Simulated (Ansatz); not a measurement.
tellurium hexafluoride (F₆Te), singlet, geometry from GFN2-xTB (core potentials on Te); BLYP/def2-SVP in Ansatz (a program for electronic structure).

Input for Ansatz:
Ansatz 0.2 input:
```yaml
crystal:
  periodic: [false, false, false]
  atoms:
    - {symbol: F, position_ang: [-0.45314588, -1.29290688, -1.28881114]}
    - {symbol: Te, position_ang: [-0.00000000, 0.00000000, -0.00000000]}
    - {symbol: F, position_ang: [1.81854678, -0.20347278, -0.43528149]}
    - {symbol: F, position_ang: [0.15978096, -1.35091604, 1.29903018]}
    - {symbol: F, position_ang: [-0.15978096, 1.35091604, -1.29903018]}
    - {symbol: F, position_ang: [0.45314588, 1.29290688, 1.28881114]}
    - {symbol: F, position_ang: [-1.81854678, 0.20347278, 0.43528149]}
basis:
  gaussian:
    orbitals: def2-SVP
hamiltonian:
  xc: blyp
```

What the program printed (banner, timings and long lists left out):

```
Functional definition: BLYP
1208 factors; their error is unknown
mean field evaluation 1: about -23566.3585 eV, gradient 8.2e1 eV
mean field evaluation 2: about -23531.0675 eV, gradient 1.7e2 eV
mean field evaluation 4: about -23577.7594 eV, gradient 1.5e0 eV
mean field evaluation 8: about -23577.7648 eV, gradient 7.7e-3 eV
mean field -23577.70752296 eV, -866.4647699246 hartree, gradient 2.6e-5 eV, S^2 0.000000; 0 other end points of the search recorded, 0 dependent functions left out
reference -23577.70776321 eV, -866.4647787538 hartree; 39, 39 occupied and 71, 71 virtual orbitals, 1208 factors
Total energy: -23577.70776321 eV, -866.4647787538 hartree
```
